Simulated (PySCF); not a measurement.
Radial density of I⁺ (iodine, charge +1)

MN15, [Kr] 4d10 5s1 5p4 6s1, high-spin 5P determinant (an excited configuration). Computed with PySCF 2.14 in x2c-QZVPPall with one added diffuse shell each of s, p, d, f type (14s10p8d5f1g, 128 functions), with the spin-free X2C one-electron Hamiltonian (Gaussian nucleus).

```tsv
r (bohr)	4πr²ρ (e/bohr)	4πr²(ρα − ρβ)
0.0289	62.61	0.0255
0.0487	65.88	0.0668
0.0818	88.80	0.0759
0.138	66.50	-0.0178
0.232	73.98	0.2010
0.389	37.20	0.0208
0.655	28.04	0.3832
1.10	13.12	0.3552
1.85	3.978	2.0293
3.12	1.040	0.6127
5.24	0.2364	0.2243
8.82	0.01565	0.0157
14.8	8.086e-05	0.0001
```

Densities and radii are taken from the X2C orbitals without a picture-change correction, which distorts them close to the nucleus.

The outer electron is Rydberg-like, and this basis confines it to a smaller radius and binds it less than a complete one would.

Where is the radial spin density 4πr²(ρα − ρβ) most negative, and why is it negative at all?

Around r = 0.138 bohr, down to -0.0178 e/bohr: exchange with the open shell polarises the paired shells in an unrestricted calculation.
